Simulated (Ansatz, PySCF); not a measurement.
This PySCF input computes a r2SCAN/def2-TZVPD energy:

```python
from pyscf import gto, scf, dft

mol = gto.M(
    atom='''
    Ga    0.18546186    0.18053741    0.23163995
    O     0.73810061   -0.14044165   -1.46414454
    H     1.59968270    0.23476052   -1.67558268
    O    -1.43790788   -0.54078407    0.59009248
    H    -1.75054230   -0.38161444    1.48716059
    ''',
    basis='def2-tzvpd',
    charge=0,
    spin=1,
    verbose=4,
)

mf = dft.UKS(mol, xc='r2scan').density_fit(auxbasis='def2-universal-jkfit')
mf.grids.level = 4
mf.conv_tol = 1e-9
mf.max_cycle = 100
mf.max_memory = 1500
mf.kernel()
if not mf.converged:
    mf = mf.newton()
    mf.kernel(mf.make_rdm1())
for _ in range(2):
    mo, _, stable, _ = mf.stability(return_status=True)
    if stable:
        break
    mf.kernel(mf.make_rdm1(mo, mf.mo_occ))
mf.analyze()
```

Q: Write an input for the same energy in Ansatz (an electronic-structure program) and say what it gives.

A: 
Ansatz 0.2 input:
```yaml
crystal:
  periodic: [false, false, false]
  atoms:
    - {symbol: Ga, position_ang: [0.18546186, 0.18053741, 0.23163995]}
    - {symbol: O, position_ang: [0.73810061, -0.14044165, -1.46414454]}
    - {symbol: H, position_ang: [1.59968270, 0.23476052, -1.67558268]}
    - {symbol: O, position_ang: [-1.43790788, -0.54078407, 0.59009248]}
    - {symbol: H, position_ang: [-1.75054230, -0.38161444, 1.48716059]}
basis:
  gaussian:
    orbitals: def2-TZVPD
hamiltonian:
  xc: {name: r2SCAN}
magnetization: {spin_polarized: true, initial_magnetization: 1}
output: {forces: true}
```
It gives -2076.52267 Eh, and PySCF -2076.52269 Eh, a difference of 0.02 mEh, from the treatment of integrals and grids.

It need not be the lowest isomer of its formula.
